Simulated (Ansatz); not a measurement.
```yaml
atoms:
  - { symbol: O, position_ang: [0.0000, 0.0000, 0.0000] }
  - { symbol: H, position_ang: [0.0000, 0.0000, 1.7460] }
```

Basis set: pcseg-2 (spherical functions). Charge 0, multiplicity 2.

Computed with Ansatz (development build ahead of 0.2.0); each method stands on the lowest determinant of its kind that the runs found. Restricted functionals stand beside restricted open-shell atoms, which can lie above the unrestricted atoms usual in DFT and then raise those values.

Question: Give the atomization energy at this shape (free ground-state atoms in the same class of orbitals less the molecule, no zero-point energy) of doublet OH by PBE (unrestricted), PBE0 (restricted open-shell), ROHF.

Answer:

| method | atomization energy |
| --- | --- |
| PBE (unrestricted) | 133.9 kJ/mol |
| PBE0 (restricted open-shell) | 67.1 kJ/mol |
| ROHF | -165.7 kJ/mol |

Caution: the shape is not the minimum. Caution for PBE (unrestricted): the unrestricted determinant is spin contaminated. Caution for PBE0 (restricted open-shell): stretched shape with no unrestricted run beside it, a lower state can exist. Caution for ROHF: in another basis set an unrestricted determinant lies well below; the molecule lies well above its atoms at this level.
